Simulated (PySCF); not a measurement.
## Correlation energy of O²⁺ (oxygen, charge +2)

[He] 2s2 2p2, high-spin 3P determinant. Computed with PySCF 2.14 in aug-cc-pVDZ-DK, with scalar relativity by spin-free X2C-1e. Frozen: 1s2; 4 electrons correlated.

MP2 pair energies summed by pair of shells (mhartree):

```csv
pair,energy,share (%)
2s-2p,-32.69,58.0
2s-2s,-18.88,33.5
2p-2p,-4.75,8.4
```

Total MP2 correlation energy: -56.32 mhartree.

Same-spin part -7.94 and opposite-spin part -48.38 mhartree; SCS-MP2 scales them by 1/3 and 6/5 to -60.70 mhartree.

```
  level  correlation energy (mhartree)
   CCSD                         -78.97
    (T)                          -0.66
CCSD(T)                         -79.63
```

Diagnostics: T1 = 0.0047, D1 = 0.0094, largest double amplitude 0.124.

Cost of the coupled-cluster step: 0.13 s of wall time on 1 thread of INTEL(R) XEON(R) PLATINUM 8581C CPU @ 2.10GHz (shared host), for 4 correlated electrons.
